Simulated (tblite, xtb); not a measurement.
C₆H₁₁O₃ (SMILES [CH2]C(=O)OC(C)COC), doublet, geometry from GFN2-xTB. Base run: GFN1-xTB run with xtb.

The xtb input:
```
$ xtb mol.xyz --gfn 1 --uhf 1 --json

# file mol.xyz
20

C     -2.84706813    -1.01556040    -0.45137452
C     -1.93997425    -0.09485473     0.15029743
O     -2.18277782     0.59152154     1.12868396
O     -0.75557604    -0.06081484    -0.50369527
C      0.25503602     0.78486004     0.03943625
C      0.10101297     2.20323868    -0.50346089
C      1.60191394     0.16650541    -0.32791218
O      1.81876230    -0.96055683     0.48437672
C      3.00690422    -1.64061159     0.17483949
H     -2.55438891    -1.56747728    -1.32403870
H     -3.82275640    -1.14674455    -0.02326994
H      0.14629852     0.78954684     1.13182408
H      0.19398139     2.20050608    -1.58712482
H     -0.87849562     2.58866316    -0.23201452
H      0.86203775     2.85028242    -0.07783406
H      1.59069645    -0.12045765    -1.39031957
H      2.40151494     0.90775933    -0.17397443
H      3.07160979    -2.48096705     0.86247585
H      3.88240569    -0.99178154     0.30601710
H      2.99688006    -2.01199315    -0.85761762
```

Programs used: tblite, xtb; a row that names a program was run with it.

Variants of this job, named by their change:

```csv
change,ΔE vs base (mEh),dipole (D),SCF cycles
base,0.000,4.21,10
"program = tblite; method = gfn1; option = (--alpb, water)",-11.755,-,-
etemp = 5000,-8.867,5.25,11
acc = 30,0.000,4.21,8
file = coord,0.000,4.21,10
etemp = 10000,-43.043,6.16,10
```

ALPB and GBSA are two models with their own fitted parameters for each solvent, which aren't always the measured dielectric constant.
